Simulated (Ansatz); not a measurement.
SbH2(OMe) (CH5OSb), relaxed as a singlet with RKS PBE0-D4/def2-TZVP in Ansatz, starting from the GFN2-xTB geometry. Force threshold 0.02 eV/Å.

In the def2 sets Sb takes a core potential; there is no spin–orbit coupling.

Start:

```xyz
8

Sb   -0.044   -1.772   -0.109
H    -0.642   -2.203    1.403
H    -1.658   -1.550   -0.648
O     0.108    0.067    0.645
C     0.484    1.135   -0.170
H     1.459    0.979   -0.640
H     0.546    2.014    0.473
H    -0.254    1.330   -0.954
```

| step | energy (eV) | largest force component (eV/Å) | SCF passes |
| --- | --- | --- | --- |
| 1 | -9700.5147 | 0.547 | 19 |
| 2 | -9700.5277 | 0.390 | 21 |
| 3 | -9700.5584 | 0.103 | 21 |
| 4 (rejected) | -9700.5563 | 0.444 | 21 |
| 5 | -9700.5619 | 0.028 | 22 |
| 6 | -9700.5628 | 0.014 | 22 |
| 7 | -9700.5630 | 0.019 | 22 |

Force components are those of the run's own axes.

End:

```xyz
8

Sb   -0.0212   -1.7072   -0.0438
H    -0.6715   -2.3253    1.4107
H    -1.6000   -1.5417   -0.7140
O     0.0768    0.1147    0.7072
C     0.4716    1.1399   -0.1682
H     1.4127    0.9166   -0.6917
H     0.6266    2.0455    0.4252
H    -0.2950    1.3574   -0.9254
```

By distances, no bond broke or formed. The bond that changes most is Sb1–H2, from 1.68 to 1.71 Å (atoms count from 1).

The force fell under the threshold at step 6, but the optimiser went on. No frequencies were taken in this run, so the end may be a saddle point.

It took 9 s on 4 threads of Arm Neoverse V1 on a shared host.
